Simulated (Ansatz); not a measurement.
Ideal-gas functions of BrNa, SMILES `[Na][Br]` at 500 K and 1 bar, from an Ansatz frequency run at PBE0-D4/def2-TZVP.

Molar mass 102.89 g/mol, point group C∞v (symmetry number 1), electronic degeneracy 1, moments of inertia 112.248 u Å². Harmonic wavenumbers (cm⁻¹, unscaled): 296.

Use S(trans) = R[1.5 ln M + 2.5 ln T − 1.1517]; rotational temperatures θ = 24.2544 K / I; S(rot) = R[ln(T/σθ) + 1]; for each mode x = 1.438777 ν̃/T, S = R[x/(eˣ − 1) − ln(1 − e⁻ˣ)] and H = RT x/(eˣ − 1); 1 cm⁻¹ = 0.0119627 kJ/mol; R = 8.31446 J/(mol·K).

Q: By hand: the entropy, in J/(mol·K).

A: Translation 177.4. Rotation: θ = 0.2161 K, giving 72.7. Vibration, mode by mode: 9.90, in all 9.9. Electronic 0.0. Sum 260.0 J/(mol·K).

Q: By hand: H − E and G − E in kJ/mol, counted from the electronic energy.

A: Zero-point energy ½ × 296 × 0.0119627 = 1.8; thermal vibration 2.6; translation, rotation and pV give 3.5 RT = 14.6. H − E = 19.0 kJ/mol, and G − E = 19.0 − 500 × 260.0/1000 = -111.0 kJ/mol.

Vibration gives 4 % of the entropy.
